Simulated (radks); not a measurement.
Q: Species: the hafnium ion Hf43+. Configuration: [Ar] 3d10 4s1. Calculated with a radial shooting solver on a logarithmic mesh with Libxc functionals: non-relativistic Kohn-Sham, TPSS, spin-polarised, spherical densities, point nucleus; open shells are filled with parallel spins first (spin-orbit coupling, left out, can overturn this in heavy ions); meta-GGA in the generalised Kohn-Sham scheme; relativity is left out, which matters for an element this heavy. Some entries of the table are withheld. Estimate them.

orbital,occ.,eigenvalue (eV),<1/r> (bohr^-1),<r> (bohr)
1s up,1,-62324.91,71.47,0.02104
1s down,1,-62323.97,71.47,0.02104
2s up,1,-11876.85,16.77,0.08881
2s down,1,-11876.20,16.77,0.08881
2p up,3,-11461.94,16.79,0.07516
2p down,3,-11461.25,16.79,0.07516
3s up,1,-4157.655,6.573,0.2217
3s down,1,-4156.174,6.575,0.2217
3p up,3,-3970.730,6.517,0.2115
3p down,3,-3969.315,6.519,0.2114
3d up,5,-3630.753,(1),0.1851
3d down,5,-3629.633,(2),0.1850
4s up,1,-2076.669,3.340,0.4318
4s down,0,-2068.920,3.343,0.4314

A: 
(1) 3d up <1/r> (bohr^-1): 6.424
(2) 3d down <1/r> (bohr^-1): 6.425
